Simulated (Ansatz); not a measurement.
ScSi4⁻, relaxed as a singlet with RKS r2SCAN-D4/def2-SVPD in Ansatz, starting from the GFN2-xTB geometry. Force threshold 0.02 eV/Å.

The restricted singlet is unstable towards broken spin symmetry in Hartree–Fock (as tested in another run); at r2SCAN-D4/def2-SVPD this wasn't settled. The relaxation made no stability test and no search for a lower SCF solution. No other spin state of charge -1 was run. Another isomer (singlet) lies 2.31 eV lower at PBE0-D4/def2-TZVPD; other spin states weren't run for this one.

Start:

```xyz
5

Sc   -0.1877    0.0404   -2.4696
Si   -0.7575    1.8358   -1.3731
Si    0.2878   -0.5429    1.3091
Si    0.9344   -2.0913    2.5969
Si   -0.2770    0.7580   -0.0634
```

```tsv
step	energy (eV)	largest force component (eV/Å)	SCF passes
1	-52187.6712	11.485	40
2	-52190.3717	3.979	41
3	-52191.1859	0.912	41
4	-52191.4135	0.798	45
5	-52191.5489	0.391	40
6	-52191.6018	0.511	43
7	-52191.6539	0.150	33
8	-52191.6584	0.163	27
9	-52191.6658	0.020	34
10 (rejected)	-52191.6530	0.560	34
11	-52191.6691	0.017	33
12	-52191.6695	0.154	35
13 (rejected)	-52191.6693	0.115	27
14	-52191.6708	0.031	28
15	-52191.6710	0.004	29
```

Force components are those of the run's own axes.

End:

Cartesian coordinates in Å:
```
Sc -0.389 0.502 -2.972
Si -0.834 2.094 -1.140
Si 0.355 -0.691 1.515
Si 0.903 -1.888 3.186
Si -0.035 -0.017 -0.589
```

By distances, no bond broke or formed. The bond that changes most is Si2–Si5, from 1.76 to 2.32 Å (atoms count from 1).

The force fell under the threshold at step 11, but the optimiser went on. No frequencies were taken in this run, so the end may be a saddle point.

It took 44 s on 4 threads of Arm Neoverse V1 on a shared host.
